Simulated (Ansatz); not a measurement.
Worked example: CH2Br2 + GeH2(CH3)F → CH2BrF + GeH2(CH3)Br

Species: CH2Br2 (dibromomethane) `BrCBr`, singlet; GeH2(CH3)F, singlet; CH2BrF (bromofluoromethane) `FCBr`, singlet; GeH2(CH3)Br, singlet. The partners trade Br for F: C–Br and Ge–F bonds give way to C–F and Ge–Br.

Shapes, held fixed at every level: PBE0-D4/def2-TZVP. Programs: Ansatz 0.2.0. The zero-point and thermal change to 298 K, harmonic and unscaled (PBE0-D4/def2-TZVP), is +3.0 kJ/mol.

At CCSD(T)/def2-TZVPP; 1 Eh = 2625.50 kJ/mol:

| species | energy (Eh) |
| --- | --- |
| CH2Br2 | -5184.644088 |
| GeH2(CH3)F | -2216.425991 |
| CH2BrF | -2711.672087 |
| GeH2(CH3)Br | -4689.399232 |

Q: Work out ΔH(298 K) of the reaction at this level.

A: 
1. Products less reactants: (-2711.672087) + (-4689.399232) − [(-5184.644088) + (-2216.425991)] = -0.001240 Eh = -3.3 kJ/mol.
2. With the thermal change: -3.3 + (+3.0) = -0.3 kJ/mol.

Other levels give -11.5 (r2SCAN0-D4/def2-TZVPP) to -1.4 kJ/mol (B2PLYP/def2-TZVPP). No measured value is set beside it here. Relativity is left out for Br, Ge unless named. Correlated rows may include outer-core shells of Br, Ge, which these sets cover unevenly.
